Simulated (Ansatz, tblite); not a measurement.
Removing and adding an electron: Mg₄O₇H₆ (the lowest singlet isomer of a short search). Total charge 0; singlet. Geometry: PBE0-D4/def2-SVP. Ansatz, gas phase; energy differences of separate SCF runs; the oxidised species was run as a doublet alone; the reduced species was run as a doublet alone.

```xyz
17

Mg   -0.681    1.809   -1.011
Mg    2.696   -1.282    2.427
Mg    0.823    0.087    0.613
Mg   -2.255   -0.400   -1.635
O    -1.185    0.132    0.040
O    -0.268   -0.185   -1.151
O     0.829    2.062    0.084
O     1.017   -0.314    2.529
O    -3.486   -1.552   -2.282
O    -2.196    1.565   -2.112
O     2.531   -0.884    0.535
H     0.410   -0.136    3.247
H    -2.795    2.028   -2.697
H     3.046   -1.135   -0.232
H     3.794   -2.060    3.485
H     1.438    2.737    0.381
H    -3.719   -2.475   -2.221
```

The xTB rows come from tblite. LC-ωPBE has ω = 0.4 bohr⁻¹. The structure holds one bond between oxygen atoms, so isomers without such links may lie far lower. The structure comes from a short search, and lower isomers may exist.

```tsv
level	−HOMO (eV)	vertical IE (eV)	−LUMO (eV)	vertical EA (eV)	HOMO–LUMO gap (eV)	IE − EA (eV)	remarks
GFN1-xTB	10.94	13.87	8.84	6.16	2.09	7.71	–
GFN2-xTB	11.00	13.46	9.64	7.35	1.36	6.11	–
PBE-D4/def2-TZVP	5.38	–	2.08	0.38	3.31	–	HOMO above zero (-1 doublet), restricted SCF unstable in HF (singlet)
PBE0-D4/def2-TZVP	6.87	8.56	1.36	0.21	5.51	8.35	HOMO above zero (-1 doublet), restricted SCF unstable in HF (singlet)
LC-ωPBE/def2-TZVP	9.65	9.49	-0.38	0.03	10.03	9.46	restricted SCF unstable in HF (singlet)
```

Relaxing the oxidised species (PBE0-D4/def2-SVP) changes its energy by -0.14 eV at PBE0-D4/def2-TZVP, so the adiabatic ionisation energy to this nearest minimum is 8.42 eV.  Run but left out: PBE-D4/def2-TZVP (charge +1 doublet: an occupied level 0.00 eV above an empty one).   A HOMO above zero means that the electron is unbound at that level or that self-interaction error raises the level; the energy of removing that electron tells which. Raw xTB energy differences between charge states are shifted by several eV; the methods need an empirical correction for them. Sets without diffuse functions give affinities that are too small.
